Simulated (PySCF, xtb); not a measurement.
MgO, SMILES [O]=[Mg].

GFN2-xTB (xtb) at its own geometry gives an orbital gap of 2.13 eV and a dipole moment of 6.22 D.

Geometry optimised at r2SCAN-D4/def2-TZVPD.

Q: What does CAM-B3LYP/def2-TZVPD in PySCF give? (The exact figures need the calculation; the answer reports its results.)

A: gap 4.71 eV (levels -7.53 and -2.82 eV), dipole 7.99 D.
